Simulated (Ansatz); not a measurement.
One change: `C[Si](N)(N)Cl` becomes `N[SiH](N)Cl`.

Ansatz, PBE0-D4/def2-TZVP geometries, multiplicity 1. Each molecule was computed in one conformer, which needn't be the lowest.

```csv
property,`C[Si](N)(N)Cl`
HOMO–LUMO gap (ωB97M-V/def2-TZVPP) / eV,12.05
HOMO–LUMO gap (PBE0/def2-TZVPP) / eV,8.30
HOMO energy (ωB97M-V/def2-TZVPP) / eV,-9.89
HOMO energy (PBE/def2-TZVPP) / eV,-6.06
HOMO–LUMO gap (PBE/def2-TZVPP) / eV,6.05
HOMO energy (B3LYP/def2-TZVPP) / eV,-7.27
```

Give the same properties after the change, and the shifts. (An estimate is asked.)

The calculation gave: 
| property | `N[SiH](N)Cl` | shift |
| --- | --- | --- |
| HOMO–LUMO gap (ωB97M-V/def2-TZVPP) / eV | 12.45 | 0.40 |
| HOMO–LUMO gap (PBE0/def2-TZVPP) / eV | 8.68 | 0.38 |
| HOMO energy (ωB97M-V/def2-TZVPP) / eV | -10.11 | -0.22 |
| HOMO energy (PBE/def2-TZVPP) / eV | -6.28 | -0.22 |
| HOMO–LUMO gap (PBE/def2-TZVPP) / eV | 6.39 | 0.34 |
| HOMO energy (B3LYP/def2-TZVPP) / eV | -7.49 | -0.22 |

With PBE0 the HOMO falls by 0.22 eV and the LUMO rises by 0.15 eV, so the gap widens by about 0.37 eV. PBE moves the HOMO by -0.22 eV and ωB97M-V by -0.22 eV. The zero-point energy changes by -74.3 kJ/mol with -9 modes.

Positive LUMOs are unbound, so they and the gaps depend on the basis.

B3LYP here is the variant with VWN-RPA as its local correlation; programs differ in this.
